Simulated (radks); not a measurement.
Results of a calculation; reference values are marked as such.
The nuclear charge of the carbon ion C2+ is varied continuously with 4 electrons held in [He] 2s2. Code: a radial shooting solver on a logarithmic mesh with Libxc functionals. Model: non-relativistic Kohn-Sham, r2SCAN, spin-polarised, spherical densities, point nucleus; meta-GGA in the generalised Kohn-Sham scheme. By the Hellmann-Feynman theorem dE/dZ = E(electron-nucleus)/Z, the electronic potential at the nucleus.

Z     E (hartree)  E(electron-nucleus)/Z (hartree)  HOMO  e(HOMO) (eV)  <r> HOMO (bohr)
5       -24.31621                         -10.9198    2s       -19.726            1.787
5.25    -27.12438                         -11.5455    2s       -24.315            1.659
5.5     -30.08897                         -12.1712    2s       -29.335            1.548
5.75    -33.20996                         -12.7967    2s       -34.787            1.452
6       -36.48730                         -13.4221    2s       -40.668            1.367
6.25    -39.92099                         -14.0474    2s       -46.978            1.291
6.5     -43.51100                         -14.6727    2s       -53.717            1.224
6.75    -47.25733                         -15.2979    2s       -60.883            1.164
7       -51.15995                         -15.9231    2s       -68.477            1.109

The central difference of E at Z = 6 is -13.422 hartree, to compare with the third column; the second derivative is -2.5 hartree.
